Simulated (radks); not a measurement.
The numbers below are computed, except where a source is named.
Question: These are the eigenvalues of the occupied orbitals of an atom or ion with whole-number occupations (eV). Code: a radial shooting solver on a logarithmic mesh with Libxc functionals. Model: Dirac Kohn-Sham, PBEsol, spin-unpolarised, spherical densities, point nucleus.

orbital  eigenvalue
1s1/2     -37253.20
2s1/2     -5920.311
2p1/2     -5579.699
2p3/2     -5198.212
3s1/2     -1281.220
3p1/2     -1138.249
3p3/2     -1064.513
3d3/2     -813.5149
3d5/2     -797.7893
4s1/2     -283.0856
4p1/2     -231.0856
4p3/2     -215.6351
4d3/2     -130.6171
4d5/2     -127.9802
5s1/2      -70.2845
5p1/2      -55.7431
5p3/2      -53.2328

Which element is it, and in what charge state? The configuration may be excited. Open shells, if any, are shared by 2j + 1.

Answer: Z = 56, barium, charge +4: Ba4+ in [Kr] 4d10 5s2 5p4. The list shows which subshells hold electrons but not how many an open one holds; the 1s level, -1369 hartree, gives Z - s = 52.3 by -(Z - s)^2/2, which with screening and relativity narrows Z to a few neighbours, and the depths of the outer levels then fix element, charge and occupations together.
